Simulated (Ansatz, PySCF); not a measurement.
Al(H)(Me)(SMe) (C₂H₇AlS), SMILES [CH3][AlH][S]C. Atoms are numbered in the order given.

```xyz
11

Al    -0.5680     0.5780     0.6247
H     -2.0469     0.0340     0.8485
C      0.1640     2.1924     1.4345
H      0.1259     2.1322     2.5354
H     -0.4265     3.0787     1.1467
H      1.2098     2.3734     1.1418
S      0.7082    -0.5987    -0.6954
C     -0.3720    -1.9808    -1.2069
H     -1.3717    -1.9117    -0.7556
H      0.0935    -2.9278    -0.9019
H     -0.4715    -1.9687    -2.3006
```
Charge 0, spin multiplicity 1.

The structure is a stationary point at PBE0-D3(BJ)/def2-SVP. The structure was generated by enumeration; whether it is a known compound was not checked. Other conformers were not sampled.

Two levels are set side by side: PBE-D3(BJ)/def2-SVP (Ansatz, an electronic-structure program) and PBE0-D3(BJ)/def2-SVP (Ansatz). Each level has its own optimised geometry; the coordinates shown are those of the second. Frequencies come from the Hessian of PySCF at each geometry. Differences are taken from unrounded values.

| quantity | PBE0-D3(BJ) |
|---|---|
| mean bond length (Å) | 1.415 |
| bond Al1–C3 (Å) | 1.949 |
| bond Al1–S7 (Å) | 2.181 |
| bond S7–C8 (Å) | 1.827 |
| bond Al1–H2 (Å) | 1.592 |
| bond C3–H4 (Å) | 1.103 |
| bond C3–H5 (Å) | 1.103 |
| bond C3–H6 (Å) | 1.101 |
| bond C8–H9 (Å) | 1.099 |
| bond C8–H10 (Å) | 1.098 |
| bond C8–H11 (Å) | 1.098 |
| highest harmonic wavenumber (cm⁻¹) | 3186 |
| mean harmonic wavenumber (cm⁻¹) | 1326 |
| zero-point energy (kcal/mol) | 51.19 |

**Question.** What does PBE-D3(BJ) give, and how far is it from PBE0-D3(BJ)? (Estimate from the structure and the level; the computed values follow.)

**Answer.** 
| quantity | PBE-D3(BJ) | PBE-D3(BJ) minus PBE0-D3(BJ) |
|---|---|---|
| mean bond length (Å) | 1.425 | 0.010 |
| bond Al1–C3 (Å) | 1.960 | 0.011 |
| bond Al1–S7 (Å) | 2.195 | 0.015 |
| bond S7–C8 (Å) | 1.843 | 0.016 |
| bond Al1–H2 (Å) | 1.603 | 0.012 |
| bond C3–H4 (Å) | 1.111 | 0.008 |
| bond C3–H5 (Å) | 1.111 | 0.008 |
| bond C3–H6 (Å) | 1.109 | 0.008 |
| bond C8–H9 (Å) | 1.107 | 0.008 |
| bond C8–H10 (Å) | 1.107 | 0.008 |
| bond C8–H11 (Å) | 1.107 | 0.008 |
| highest harmonic wavenumber (cm⁻¹) | 3093 | -93 |
| mean harmonic wavenumber (cm⁻¹) | 1285 | -41 |
| zero-point energy (kcal/mol) | 49.60 | -1.59 |

GGA bonds tend to be longer and softer than those of functionals with exact exchange. Differences between two approximate levels are no errors against the true value.
